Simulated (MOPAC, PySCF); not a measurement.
H3ClSi, SMILES `[SiH3]Cl`, neutral singlet in the gas phase. 

Cartesian coordinates (Å):
SMILES: Cl[SiH3]
```xyz
5

Si    -0.1323     0.0095     0.0014
Cl     1.9289    -0.1378    -0.0203
H     -0.6639    -0.6923    -1.1832
H     -0.4996     1.4383    -0.0379
H     -0.6331    -0.6177     1.2400
```
Charge 0, spin multiplicity 1.

All levels are single points at this geometry (B3LYP-D3(BJ)/def2-TZVP); Pople sets use spherical d functions. Orbital energies aren't observables, and empty levels follow the basis.

PM6 in MOPAC gives gap (eV) = 10.33.

**Question.** Estimate the gap (eV) from each of these levels: B3LYP-D3(BJ)/def2-TZVP in PySCF; PBE-D3(BJ)/def2-TZVP in PySCF; B3LYP/3-21G in PySCF; B3LYP/6-311+G** in PySCF; B3LYP/6-31G* in PySCF; B3LYP/LANL2DZ in PySCF; PBE/6-31G* in PySCF; SVWN5/6-31G* in PySCF; HF/3-21G in PySCF; HF/6-31G* in PySCF; HF/STO-3G in PySCF; AM1 in MOPAC.

**Answer.** 
```json
[
 {"level": "B3LYP-D3(BJ)/def2-TZVP in PySCF", "gap (eV)": "8.42"},
 {"level": "PBE-D3(BJ)/def2-TZVP in PySCF", "gap (eV)": "6.63"},
 {"level": "B3LYP/3-21G in PySCF", "gap (eV)": "8.24"},
 {"level": "B3LYP/6-311+G** in PySCF", "gap (eV)": "8.10"},
 {"level": "B3LYP/6-31G* in PySCF", "gap (eV)": "8.36"},
 {"level": "B3LYP/LANL2DZ in PySCF", "gap (eV)": "8.25"},
 {"level": "PBE/6-31G* in PySCF", "gap (eV)": "6.56"},
 {"level": "SVWN5/6-31G* in PySCF", "gap (eV)": "6.39"},
 {"level": "HF/3-21G in PySCF", "gap (eV)": "15.25"},
 {"level": "HF/6-31G* in PySCF", "gap (eV)": "15.32"},
 {"level": "HF/STO-3G in PySCF", "gap (eV)": "19.56"},
 {"level": "AM1 in MOPAC", "gap (eV)": "11.12"}
]
```
